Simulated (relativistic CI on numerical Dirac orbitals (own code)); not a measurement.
## Spin-allowed bands of a d7 ion in an octahedral site, by hand

Problem. Take Δ = 9030 cm⁻¹ and B = 430 cm⁻¹ for a high-spin d7 ion in an octahedral site. Calculate the three spin-allowed bands.

Working.
1. The terms of highest spin are 4F (energy 0) and 4P (15B = 6450 cm⁻¹). Here the F term splits into A2 at +1.2Δ = 10836, T2 at +0.2Δ = 1806 and T1 at −0.6Δ = -5418 cm⁻¹.
2. The two T1 states mix through the element 0.4Δ: H = [[-5418, 3612], [3612, 6450]], with roots ½(H₁₁ + H₂₂) ∓ ½√[(H₂₂ − H₁₁)² + 4H₁₂²] = ½(1032) ∓ ½(13894) = -6431 and 7463 cm⁻¹.
3. The ground term is 4T1 at -6431 cm⁻¹.
4. Bands: 4T2 8237 cm⁻¹ (1214 nm), 4T1(P) 13894 cm⁻¹ (720 nm), 4A2 17267 cm⁻¹ (579 nm).

Check. Exact diagonalisation of the whole d7 shell with these parameters gives 4T2 8237, 4T1 13894, 4A2 17267 cm⁻¹. The match is exact, since without spin-orbit coupling no other term has this spin. The ratio of the second band to the first, 1.687, depends on Δ/B = 21.0 alone, which is how a Tanabe-Sugano diagram is read.
